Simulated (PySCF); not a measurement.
Computed IR spectrum (relative IR intensity) of a molecule C2H8O2Si. Geometry: PBE-D3(BJ)/def2-SVP. Other conformers were not sampled. These are PySCF with PBE-D3(BJ)/def2-SVP values and carry that method's errors. Frequencies are harmonic and unscaled.

Lines under 2 % of the strongest are left out, and lines within 2 cm⁻¹ are merged.

ν (cm⁻¹): 238 (vw), 322 (w), 663 (m), 703 (m), 780 (vw), 886 (m), 906 (vs), 1112 (m), 1123 (m), 1137 (vw), 1174 (m), 1178 (m), 1415 (vw), 1425 (w), 2122 (m), 2250 (m), 2908 (w), 2912 (m), 2984 (m), 3031 (m) (against the strongest line: vs over 80 %, s over 45 %, m over 15 %, w over 4 %, vw less)

Q: Identify the compound among the candidates.
A) OCC[SiH2]O
B) CO[SiH2]OC
C) OCCO[SiH3]
D) CO[SiH2]CO

A: B, CO[SiH2]OC
